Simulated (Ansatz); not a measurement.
Breaking the Ge1–H3 bond in GeH5N (SMILES [NH2][GeH3]) (multiplicity 1 held, fragments rigid). Energies count from the point at 1.537 Å.
Geometry at that point (charge 0, multiplicity 1):
```xyz
7

Ge    -0.36017     0.04050     0.02988
N      1.47031    -0.14002    -0.20883
H     -1.03243    -0.90641    -0.97692
H     -0.70256     1.50788    -0.27309
H     -0.85896    -0.30670     1.45463
H      1.80696    -1.08530    -0.07686
H      2.02010     0.47463     0.37791
```

Unrestricted levels (U-) break spin symmetry where that is lower. Active spaces are followed from a long bond inwards. Levels need not reach the same state.

Frozen-core correlation. Filled d and f shells under p-block atoms count as core.

Run with Ansatz (a quantum-chemistry and plane-wave program) with Gaussian orbitals. Values without a source in brackets are computed.

Predict the energy at R = 4.918 Å from FIC-MRCISD on CASSCF(2,2)/cc-pVTZ.

88.3 kcal/mol

What energy at R = 4.918 Å does U-r2SCAN/cc-pVTZ give?

87.2 kcal/mol

Estimate the energy at R = 4.918 Å that FIC-MRCISD+Q on CASSCF(2,2)/cc-pVTZ returns for this input.

89.5 kcal/mol

Doubts at one or more of the structures used: a spin-contaminated determinant (U-r2SCAN/cc-pVTZ).
